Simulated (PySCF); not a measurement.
**Bonding in `O=C1CCP(C2CC2)CC1`**

Compound: C8H13OP.
Atom-mapped SMILES: `[O:1]=[C:2]1[CH2:3][CH2:4][P:5]([CH:6]2[CH2:7][CH2:8]2)[CH2:9][CH2:10]1` (hydrogens: H11, H12 on C3; H13, H14 on C4; H15 on C6; H16, H17 on C7; H18, H19 on C8; H20, H21 on C9; H22, H23 on C10)

Cartesian coordinates in Å at the GFN2-xTB level; atoms count from 1:
```
atom  x, y, z in Å
O1    -3.667    0.437    0.862
C2    -2.731    0.114    0.175
C3    -2.086    1.062   -0.812
C4    -0.609    1.289   -0.480
P5     0.329   -0.307   -0.672
C6     1.807    0.127    0.326
C7     3.017   -0.757    0.217
C8     3.035    0.601   -0.399
C9    -0.640   -1.196    0.646
C10   -2.115   -1.266    0.244
H11   -2.170    0.633   -1.814
H12   -2.630    2.010   -0.791
H13   -0.502    1.666    0.542
H14   -0.188    2.031   -1.163
H15    1.599    0.569    1.296
H16    2.964   -1.610   -0.444
H17    3.603   -0.932    1.107
H18    3.633    1.372    0.062
H19    2.993    0.666   -1.477
H20   -0.530   -0.678    1.604
H21   -0.240   -2.207    0.757
H22   -2.200   -1.735   -0.740
H23   -2.678   -1.862    0.966
```

Bond orders from the PBE0/pcSseg-1 density (PySCF). The structure is a single GFN2-xTB conformer in the gas phase; no vibrational or solvent corrections.

(1) Where do the orders between heavy atoms depart from those drawn in the SMILES?

(2) Set the Mayer orders of the bonds between heavy atoms beside their lengths.

Results:

(1) The largest departure is 0.070, at P5–C6 (drawn single, 0.930).

(2) 
```tsv
bond	drawn as	length (Å)	Mayer order
O1–C2	double	1.205	2.040
C2–C3	single	1.513	0.972
C3–C4	single	1.530	1.025
C4–P5	single	1.861	0.934
P5–C6	single	1.835	0.930
C6–C7	single	1.503	0.944
C7–C8	single	1.491	0.989
P5–C9	single	1.862	0.934
C9–C10	single	1.530	1.025
C10–C2	single	1.513	0.972
C8–C6	single	1.503	0.944
```

By pair of heavy elements: C–C: lowest C6–C7 and C8–C6 (0.944, 1.503 Å), highest C3–C4 and C9–C10 (1.025, 1.530 Å); in 14 of the 21 pairs the longer bond (by over 0.003 Å) has the higher order (by 0.02 or more). C–P: all 3 within 0.02 of one another (0.930 to 0.934). Bonds named together lie within 0.004.

Q: And the bonds to hydrogen?

A: C–H: 0.92 to 0.95 (13 bonds).

Q: Sum the orders of all bonds at each heavy atom with more than one neighbour and set the sums beside the valence in the SMILES.

A: C2 3.984 (drawn 4), C3 3.859 (drawn 4), C4 3.833 (drawn 4), P5 2.798 (drawn 3), C6 3.742 (drawn 4), C7 3.839 (drawn 4), C8 3.839 (drawn 4), C9 3.833 (drawn 4), C10 3.858 (drawn 4). Orders between atoms that aren't bonded are not in these sums.

The Mayer order sums products of elements of PS (density times overlap matrix) between the two atoms' basis functions, so it depends on the basis set.

These values come from a run that also computed NMR shieldings. The run took about 2.4 min of CPU time (one thread, shared machine).
